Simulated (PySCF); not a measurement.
# How the method moves the HOMO and LUMO of `FC1(F)[SiH2]C[SiH2]1`

C₂H₆F₂Si₂.
Z-matrix (Å and degrees, PBE0-D3(BJ)/def2-SVP geometry), rows numbered from 1:
```
F 
C   1  1.3637
F   2  1.3599  1  107.78
Si  2  1.9527  1  113.95  3  -129.81
C   4  1.9032  2   89.62  1  -114.32
Si  5  1.9033  4   91.85  2    -1.85
H   4  1.4930  2  113.14  1     2.23
H   4  1.4931  2  113.16  1   129.48
H   5  1.1005  4  114.37  2  -119.32
H   5  1.1005  4  114.02  2   115.67
H   6  1.4930  2  113.42  1    -3.00
H   6  1.4932  2  112.88  1  -130.07
```

Basis pcSseg-1 throughout (PySCF), one geometry. Isolated species at its PBE0-D3(BJ)/def2-SVP geometry, gas phase.

Q: How do the orbital energies, the gap and the dipole change with the method?

A: 
| method | kind | HOMO (eV) | LUMO (eV) | gap (eV) | μ (D) | SCF cycles |
| --- | --- | --- | --- | --- | --- | --- |
| BLYP | GGA | -5.79 | -1.03 | 4.76 | 2.37 | 14 |
| OPBE | GGA | -5.87 | -1.07 | 4.80 | 2.33 | 14 |
| PBE | GGA | -5.90 | -1.19 | 4.71 | 2.35 | 13 |
| B97-D | GGA | -5.93 | -1.03 | 4.90 | 2.42 | 14 |
| KT2 | GGA | -6.03 | -1.33 | 4.70 | 2.39 | 15 |
| BP86 | GGA | -6.03 | -1.25 | 4.78 | 2.38 | 13 |
| KT3 | GGA | -6.03 | -1.20 | 4.83 | 2.37 | 14 |
| LDA | LDA | -6.06 | -1.44 | 4.62 | 2.47 | 13 |
| B97-2 | global hybrid | -7.03 | -0.36 | 6.68 | 2.60 | 12 |
| B3LYP | global hybrid | -7.06 | -0.57 | 6.50 | 2.59 | 12 |
| PBE0 | global hybrid | -7.28 | -0.39 | 6.89 | 2.61 | 12 |
| mPW1PW91 | global hybrid | -7.32 | -0.36 | 6.96 | 2.63 | 12 |
| BHandHLYP | global hybrid | -8.58 | 0.49 | 9.07 | 2.83 | 12 |
| CAM-B3LYP | range-separated hybrid | -8.62 | 0.65 | 9.27 | 2.68 | 13 |
| wB97X-D | range-separated hybrid | -9.14 | 1.38 | 10.52 | 2.68 | 14 |
| LC-wPBE | range-separated hybrid | -9.90 | 1.80 | 11.69 | 2.68 | 14 |
| HF | Hartree–Fock | -10.56 | 2.76 | 13.32 | 3.05 | 10 |

The HOMO spans 4.77 eV, from BLYP down to HF, and the gap runs from 4.62 eV (LDA) to 13.32 eV (HF). Over the methods BLYP (0 %), OPBE (0 %), PBE (0 %), B97-D (0 %), KT2 (0 %), BP86 (0 %), KT3 (0 %), LDA (0 %), B97-2 (21 %), B3LYP (20 %), PBE0 (25 %), mPW1PW91 (25 %), BHandHLYP (50 %), HF (100 %), a straight line through the gap against the share of exact exchange rises by 0.86 eV for each 10 % (correlation coefficient 1.000). The dipole ranges from 2.33 D (OPBE) to 3.05 D (HF). This basis has no diffuse functions.
